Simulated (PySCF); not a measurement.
B₂H₄O₄. Atoms are numbered in the order given.

```xyz
10

B     -0.0656     0.8451     0.0000
O     -1.2276     1.5580     0.0000
O      1.1781     1.4369     0.0000
B     -0.0403    -0.8771     0.0000
O      1.1661    -1.5283     0.0000
O     -1.1742    -1.6286     0.0000
H     -1.1278     2.5200     0.0000
H      1.1903     2.4041     0.0000
H      1.8951    -0.8938     0.0000
H     -0.9676    -2.5751     0.0000
```

The structure is a stationary point at B3LYP-D3(BJ)/def2-SVP. The values are those of a single conformer.

Level of theory: B3LYP/pcSseg-1 (PySCF).

GIAO shieldings, no solvent; atoms listed in one row are averaged. δ = σ(ref) − σ: ¹¹B against BF3 (σ = 86.3 ppm); ¹⁷O against H2O (σ = 333.8 ppm); ¹H against TMS (σ = 31.68 ppm), references at their B3LYP-D3(BJ)/def2-TZVP geometries, non-relativistic.

```
nucleus  atoms  count  δ (ppm)
-------  -----  -----  -------
¹¹B         B4      1     16.5
¹¹B         B1      1     15.1
¹⁷O         O5      1    155.2
¹⁷O         O2      1    141.4
¹⁷O         O3      1    140.4
¹⁷O         O6      1    138.0
¹H          H9      1     5.43
¹H         H10      1     4.38
¹H          H7      1     3.53
¹H          H8      1     3.39
```
